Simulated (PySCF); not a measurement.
## How methods differ on the ionisation energy of Ga

Ga [Ar] 3d10 4s2 4p1 (2P) → Ga+ [Ar] 3d10 4s2 (1S), as a difference of total energies. All numbers are calculated (PySCF 2.14, scalar relativity through the core potential, in aug-cc-pwCVDZ-PP with ECP10MDF (6s5p4d1f, 48 functions)). Correlated levels: valence: 3s2 3p6 3d10 frozen. The calculations carry no spin-orbit coupling.

```tsv
method	ionisation energy (eV)
UHF	5.525
MP2 (valence)	5.688
SCS-MP2 (valence)	5.665
CCSDT (valence)	5.782
```

Q: Estimate what CCSD(T) (valence) gives.

A: 5.775 eV, closest to CCSDT (valence) among the rows shown.

Q: Estimate what CCSD (valence) gives.

A: 5.757 eV, closest to CCSDT (valence) among the rows shown.

Errors of the correlated levels include the incompleteness of this basis and the frozen core.

For comparison: 5.931 eV (measured; NIST levels, between the centres of gravity of the two terms).
